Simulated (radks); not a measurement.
Results of a calculation; reference values are marked as such.
Neutral lutetium inside a hard spherical wall (all orbitals vanish at R), configuration held at [Xe] 4f14 5d1 6s2 and not refilled when levels cross. Level of theory: scalar-relativistic Kohn-Sham, PBE, spin-polarised, spherical densities, point nucleus; open shells are filled with parallel spins first (spin-orbit coupling, left out, can overturn this in heavy ions) (a radial shooting solver on a logarithmic mesh with Libxc functionals). Eigenvalues in eV for spin up, with the zero of energy where the potential of the charges vanishes at infinity; a dash marks a level that is unbound or too diffuse for the functional's potential to be trusted. A positive occupied level is held by the wall or, in an anion where self-interaction has pushed it up, behind a barrier. The pressure on the wall is -dE/dV.

R (bohr),E (hartree),kinetic (hartree),e(5p),e(4f),e(6s),e(5d),"e(6p, empty)","e(7s, empty)",pressure (GPa)
free,-14563.3489,15915.504,-31.783,-9.597,-4.844,-1.949,-1.457,-,0
12,-14563.3487,15915.506,-31.751,-9.564,-4.824,-1.922,-1.389,0.779,0.00366
8,-14563.3372,15915.586,-31.185,-8.988,-4.401,-1.425,-0.517,5.038,0.427
7,-14563.3171,15915.698,-30.595,-8.384,-3.881,-0.889,0.404,8.410,1.52
6,-14563.2619,15915.959,-29.506,-7.258,-2.725,0.162,2.329,14.642,5.73
3,-14560.4685,15926.366,-14.938,9.377,32.693,19.631,50.844,131.37,1160
2,-14545.2158,15978.981,27.518,51.759,161.30,77.731,199.40,427.00,23300
1.5,-14501.5806,16114.601,126.31,123.92,429.52,201.11,488.80,954.40,177000
